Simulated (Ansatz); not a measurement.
Molecule: YI, net charge 0, singlet state. 
Coordinates optimised at B3LYP-D3(BJ)/def2-TZVP (Ansatz, a first-principles code):
SMILES: [Y][I]
```xyz
2

Y      0.0000     0.0000    -1.6070
I      0.0000     0.0000     1.1825
```

Basis-set convergence of Hartree-Fock and CCSD(T) correlation energies (hartree) with Ansatz. Valence correlation only, unless marked. Spin-orbit coupling is left out. The frozen core is the preceding noble-gas configuration, with the filled d and f shells of earlier blocks. In def2 rows, elements after Kr have scalar-relativistic effective core potentials.

The Hartree-Fock reference is unstable (checked in the largest basis), which strains HF and MP2. 

```tsv
basis	functions	E(HF)	E(corr, CCSD(T))
def2-SVPD	69	-334.57118	-0.16727
def2-TZVPPD	115	-334.58831	-0.21416
def2-QZVPPD	172	-334.59034	-0.23673
```

Extrapolating the two largest sets (X = 3 and 4) as X^-3: E(corr) = (64·(-0.23673) - 27·(-0.21416))/37 = -0.2532 Eh, an estimate of the basis-set limit. The largest set recovers 93.5 % of it, the smallest 66.1 %.
